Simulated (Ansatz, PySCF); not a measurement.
A series of H-N bond dissociation energy values:

A. C[Si](C)(C)N -> C[Si](C)(C)[NH] + H atom
B. N[Si](O)(O)O → [NH][Si](O)(O)O + H atom
C. CNB(O)O [methylaminoboronic acid] -> C[N]B(O)O + H atom
D. N[SiH3] -> [NH][SiH3] + H atom
E. N[Si](N)(N)Cl → [NH][Si](N)(N)Cl + H atom

Quantity: bond dissociation energy (enthalpy at 298 K, with B3LYP-D3(BJ) rigid-rotor harmonic-oscillator terms), kJ/mol. Each molecule is optimised on its own at B3LYP-D3(BJ)/def2-TZVP (Ansatz, a program for electronic structure), one conformer each, not searched for the lowest. Frequencies are from Ansatz or PySCF. Cores are frozen in the correlated levels unless marked. Open shells are spin-unrestricted. Spin-orbit coupling is left out. No relativistic terms. CBS(X,Y): correlation extrapolated as X^-3; Hartree-Fock from the larger set. The bracket is a focal-point correction in the basis named.

```tsv
	HF/6-31G* (Ansatz)	HF/cc-pV(Q+d)Z (Ansatz)	CCSD(T)/STO-3G (Ansatz)	RI-MP2/CBS(cc-pV(T+d)Z,cc-pV(Q+d)Z)+[CCSD(T)-MP2]/cc-pV(D+d)Z (Ansatz)
A	322.6	332.7	421.5	(withheld)
B	326.6	338.8	431.4	(withheld)
C	302.2	316.6	425.0	(withheld)
D	325.3	334.8	416.4	(withheld)
E	332.4	339.2	440.1	(withheld)
```

**Question.** Some entries are withheld; supply them.

**Answer.** 
- A, RI-MP2/CBS(cc-pV(T+d)Z,cc-pV(Q+d)Z)+[CCSD(T)-MP2]/cc-pV(D+d)Z (Ansatz): 467.8
- B, RI-MP2/CBS(cc-pV(T+d)Z,cc-pV(Q+d)Z)+[CCSD(T)-MP2]/cc-pV(D+d)Z (Ansatz): 476.4
- C, RI-MP2/CBS(cc-pV(T+d)Z,cc-pV(Q+d)Z)+[CCSD(T)-MP2]/cc-pV(D+d)Z (Ansatz): 448.4
- D, RI-MP2/CBS(cc-pV(T+d)Z,cc-pV(Q+d)Z)+[CCSD(T)-MP2]/cc-pV(D+d)Z (Ansatz): 467.7
- E, RI-MP2/CBS(cc-pV(T+d)Z,cc-pV(Q+d)Z)+[CCSD(T)-MP2]/cc-pV(D+d)Z (Ansatz): 473.7
